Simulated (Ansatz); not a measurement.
Molecule: AlS (charge 0, doublet). 
Coordinates optimised at B3LYP-D3(BJ)/def2-TZVP (Ansatz, a program for electronic structure):
```xyz
2

Al     0.0000     0.0000    -1.1286
S      0.0000     0.0000     0.9170
```
Charge 0, spin multiplicity 2.

Basis-set convergence of Hartree-Fock and CCSD correlation energies (hartree) with Ansatz. Cores are frozen in the correlated levels unless marked. Open shells are spin-unrestricted. Spin-orbit coupling is left out. Non-relativistic.

```tsv
basis	functions	E(HF)	E(corr, CCSD)
aug-cc-pV(D+d)Z	64	-639.46297	-0.19789
aug-cc-pV(T+d)Z	110	-639.48133	-0.23847
aug-cc-pV(Q+d)Z	178	-639.48595	-0.25234
```

Extrapolating the two largest sets (X = 3 and 4) as X^-3: E(corr) = (64·(-0.25234) - 27·(-0.23847))/37 = -0.2625 Eh, an estimate of the basis-set limit. The largest set recovers 96.1 % of it, the smallest 75.4 %.
